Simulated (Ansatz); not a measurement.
Harmonic frequencies (cm⁻¹) at PBE0-D4/def2-TZVP from Ansatz: 34, 59, 68, 118, 125, 173, 224, 244, 265, 284, 367, 525, 723, 962, 976, 1000, 1087, 1114, 1147, 1236, 1274, 1347, 1437, 1460, 1462, 1470, 1472, 1477, 1497, 1512, 2935, 2938, 2976, 2985, 3064, 3090, 3091, 3149, 3154.

Each molecule was computed in one conformer, which needn't be the lowest.

Problem. Which molecule is it?
A. `[CH3][Cd][SH]`
B. `CC(C)[O][Cd][OH]`
C. `C[S][Cd][F]`
D. `C[S][Cd][N](C)C`

Solution. D.
